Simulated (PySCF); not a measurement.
CdCl2, SMILES [Cl][Cd][Cl] (connectivity only; charge and spin as stated), charge -1, multiplicity 2.

Geometry: B3LYP-D3(BJ)/def2-SVPD. The spin state was assumed, not searched. The isomer is the one that the SMILES or the coordinates give; other isomers of the formula were not compared. The def2 effective core potentials stand for the cores of Cd; spin–orbit coupling is left out.

Two levels are set side by side: PBE/def2-TZVPD (PySCF) and r2SCAN/def2-TZVPD (PySCF). Same geometry, gas phase. Differences are taken from unrounded values.

```tsv
quantity	r2SCAN	PBE	PBE minus r2SCAN
α-spin orbital gap (eV)	3.33	2.94	-0.40
β-spin orbital gap (eV)	3.34	2.74	-0.60
mean polarisability (bohr³)	95.9	101.7	5.8
```

Rough cost on one machine, each run with all the roots and properties that it gave: r2SCAN against PBE about 2 times.
